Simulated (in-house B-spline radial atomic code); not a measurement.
Successive ionisation energies of gold; each step leads to the configuration of the next row (after the last: [Ar] 3d3/2(2)). Dirac energy differences include first-order Breit, QED and recoil terms. NIST's values go from ground level to ground level; the uncertainty of those that are theory runs from under 0.1 % in few-electron ions to several per cent in heavy many-electron ones. Computed with an all-electron radial atomic-structure program (B-spline basis): Dirac-Hartree-Fock, jj configuration that fills j = l - 1/2 first, finite nuclei.

A number in brackets counts the electrons of a j subshell.

```
  ion           configuration  ionisation energy (eV)  tabulated value (eV)    tabulated kind  computed minus tabulated (eV)  highest orbital  largest mean radius (bohr)
Au51+               [Ar] 3d10                  4880.5                  4888          measured                             -8            3d5/2                     0.18368
Au52+  [Ar] 3d3/2(4) 3d5/2(5)                  5019.8                  5013  tabulated theory                              7            3d5/2                     0.18272
Au53+  [Ar] 3d3/2(4) 3d5/2(4)                  5160.7                  5156  tabulated theory                              5            3d5/2                     0.18177
Au54+  [Ar] 3d3/2(4) 3d5/2(3)                  5303.1                  5307  tabulated theory                             -4            3d5/2                     0.18082
Au55+  [Ar] 3d3/2(4) 3d5/2(2)                  5447.0                  5452  tabulated theory                             -5            3d5/2                     0.17988
Au56+  [Ar] 3d3/2(4) 3d5/2(1)                  5592.5                  5594  tabulated theory                             -2            3d5/2                     0.17895
Au57+           [Ar] 3d3/2(4)                  5846.0                  5846  tabulated theory                              0            3d3/2                     0.17803
Au58+           [Ar] 3d3/2(3)                  5997.6                  5994  tabulated theory                              4            3d3/2                     0.17702
```
